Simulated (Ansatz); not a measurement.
Consider the formal hydrolysis of the Si–N bond: `N[SiH](O)S[SiH3]` + H₂O → `O[SiH](O)S[SiH3]` + NH₃.

Calculated with Ansatz (gas phase, PBE0-D4/def2-TZVP geometries, no zero-point term in ΔE). CCSD(T)/CBS is the MP2 limit (def2-TZVPP, def2-QZVPP) plus CCSD(T) − MP2 in def2-TZVPP, frozen cores. This one scheme is used for every species. Functionals use def2-TZVPP. HSE06 is defined as in plane-wave codes. One conformer a species, not always the lowest.

`N[SiH](O)S[SiH3]`:

```xyz
12

N     2.028    1.030   -1.010
Si    0.900    0.110   -0.127
O     0.173   -1.043   -1.047
S    -0.721    1.291    0.588
Si   -2.102   -0.291    1.002
H     1.743    1.645   -1.755
H     2.872    1.348   -0.563
H     1.662   -0.491    0.995
H     0.750   -1.691   -1.456
H    -1.408   -1.434    1.647
H    -2.800   -0.753   -0.221
H    -3.096    0.279    1.947
```

H₂O:

Cartesian coordinates in Å:
```
O -0.309 -0.193 0.136
H 0.315 -0.486 -0.531
H -0.006 0.680 0.395
```

`O[SiH](O)S[SiH3]`:

Z-matrix (Å, degrees):
```
Si
O 1 1.636
S 1 2.139 2 106.4
O 1 1.628 2 108.6 3 122.9
H 1 1.478 2 113.7 3 -121.0
H 2 0.959 1 117.5 3 36.9
Si 3 2.140 1 98.0 2 -159.1
H 4 0.959 1 117.9 2 -59.6
H 7 1.484 3 110.9 1 -51.9
H 7 1.483 3 105.9 1 -171.4
H 7 1.484 3 110.9 1 69.6
```

NH₃:

Z-matrix (Å, degrees):
```
N
H 1 1.013
H 1 1.013 2 107.1
H 1 1.013 2 107.1 3 -114.5
```

Problem. Is it downhill or uphill in electronic energy at CCSD(T)/CBS, and by how much? (Estimate.)

Solution. The calculation gave: Downhill: ΔE = -42.3 kJ/mol.

Problem. What do these levels give: BLYP-D4, HSE06-D4, r2SCAN, CCSD/def2-SVP, CCSD(T)/def2-SVP, HF/def2-QZVPP? (An estimate is asked.)

Solution. The calculation gave: BLYP-D4 -44.7, HSE06-D4 -42.2, r2SCAN -47.9, CCSD/def2-SVP -40.4, CCSD(T)/def2-SVP -40.4, HF/def2-QZVPP -51.7 kJ/mol.

Largest T1 diagnostic among the species: 0.012.

In def2-TZVPP, CCSD(T) changes the Hartree–Fock value by +6.7 kJ/mol (the triples alone add +0.5 kJ/mol) and MP2 by +7.9 kJ/mol. The D4 term adds +4.2 kJ/mol with B3LYP and +2.3 kJ/mol with PBE0; it sums over pairs of atoms, weighted by their polarisabilities, and B3LYP, whose exchange is more repulsive, gets the larger term. Leaving LDA and LC-ωPBE aside and taking each functional with its dispersion term where it has one, the values, not all of them listed here, spread over 8.1 kJ/mol, from B97M-V to revPBE-D4. LDA lies +4.2 kJ/mol from PBE without D4.

B3LYP here is the variant with VWN-RPA as its local correlation; programs differ in this.
